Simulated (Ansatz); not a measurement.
Total energies of `C#[C][Ti]([C]#C)([C]#C)[C]#C`.

Cartesian coordinates in Å:
```
C -1.824 2.652 0.210
C -1.137 1.652 0.131
Ti 0.000 0.000 0.000
C 0.131 -0.867 1.807
C 0.211 -1.393 2.901
C 1.838 0.501 -0.637
C 2.951 0.804 -1.024
C -0.833 -1.284 -1.300
C -1.337 -2.063 -2.087
H -2.428 3.530 0.279
H 0.282 -1.855 3.861
H 3.927 1.070 -1.362
H -1.779 -2.746 -2.778
```

Charge 0, multiplicity 1. Correlated methods include outer-core shells of Ti, which these sets cover unevenly. Scalar relativity is left out up to krypton. The geometry is a stationary point of PBE0-D4/def2-TZVP. Basis def2-TZVPP, Ansatz 0.2.0.

RPA on PBE orbitals: Hartree–Fock energy of these orbitals -1153.39053 Eh, correlation -2.54411 Eh (frozen core).

```json
{"functional": "PBE", "energy without D4 (Eh)": "-1155.95143", "D4 term (kJ/mol)": "-35.2"}
{"functional": "BLYP", "energy without D4 (Eh)": "-1156.52015", "D4 term (kJ/mol)": "-73.5"}
{"functional": "B97M-V", "energy without D4 (Eh)": "-1156.37373", "D4 term (kJ/mol)": "–"}
{"functional": "PBE0", "energy without D4 (Eh)": "-1155.95933", "D4 term (kJ/mol)": "-30.7"}
{"functional": "B3LYP", "energy without D4 (Eh)": "-1156.59338", "D4 term (kJ/mol)": "-56.4"}
{"functional": "r2SCAN0", "energy without D4 (Eh)": "-1156.26079", "D4 term (kJ/mol)": "-11.6"}
{"functional": "HSE06 (plane-wave form)", "energy without D4 (Eh)": "-1155.93442", "D4 term (kJ/mol)": "-29.1"}
{"functional": "CAM-B3LYP", "energy without D4 (Eh)": "-1156.40483", "D4 term (kJ/mol)": "-32.0"}
{"functional": "LC-ωPBE", "energy without D4 (Eh)": "-1156.08306", "D4 term (kJ/mol)": "–"}
{"functional": "ωB97M-V", "energy without D4 (Eh)": "-1156.38647", "D4 term (kJ/mol)": "–"}
```

(1) Give the same for LDA (SPW92), revPBE, r2SCAN, r2SCANh, BHLYP, ωB97X-V, B2PLYP, PBE-QIDH. (An estimate is asked.)

B3LYP takes the VWN-RPA correlation (the form of Gaussian; ORCA's B3LYP/G). HSE06 is the plane-wave form, built on full-range PBE exchange. The double hybrids freeze the cores in their second-order part.

## Answers

(1) Ansatz gave: 
```csv
functional,energy without D4 (Eh),D4 term (kJ/mol)
LDA (SPW92),-1151.67699,–
revPBE,-1156.40069,-90.6
r2SCAN,-1156.35393,-9.7
r2SCANh,-1156.31528,-10.5
BHLYP,-1156.32213,-47.4
ωB97X-V,-1156.32439,–
B2PLYP,-1156.14865,–
PBE-QIDH,-1155.78892,–
```

LC-ωPBE has ω = 0.4 bohr⁻¹.
